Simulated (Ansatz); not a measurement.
`[SiH3][CH2][AlH][S][SiH3]` + `O[Si](F)(Cl)O[SiH3]` → `F[Si](Cl)(O[SiH3])O[SiH3]` + `[CH3][AlH][S][SiH3]`  (ligand exchange at the Si–C bond)

Isolated molecules relaxed with PBE0-D4/def2-TZVP in Ansatz; ΔE leaves out vibrations. CBS: MP2 limit from def2 TZ/QZ plus the TZ coupled-cluster correction, frozen cores. Functionals use def2-TZVPP. One conformer a species, not always the lowest.

```tsv
level	ΔE (kcal/mol)
PBE-D4	-19.7
CCSD/def2-TZVPP	-24.0
MP2/def2-QZVPP	-23.3
CCSD/CBS(def2)	-24.1
```

Problem. What does CCSD(T)/CBS give? (Best estimate.)

Solution. Ansatz gave: -23.1 kcal/mol. The listed levels differ from it by 3.4, -0.9, -0.2, -1.0 kcal/mol.

Largest T1 diagnostic among the species: 0.011.

In def2-TZVPP, CCSD(T) changes the Hartree–Fock value by +6.4 kcal/mol (the triples alone add +1.0 kcal/mol) and MP2 by +6.3 kcal/mol. The D4 term adds +0.7 kcal/mol with B3LYP and +0.4 kcal/mol with PBE0; it sums over pairs of atoms, weighted by their polarisabilities, and B3LYP, whose exchange is more repulsive, gets the larger term.

B3LYP here is the variant with VWN-RPA as its local correlation; programs differ in this.
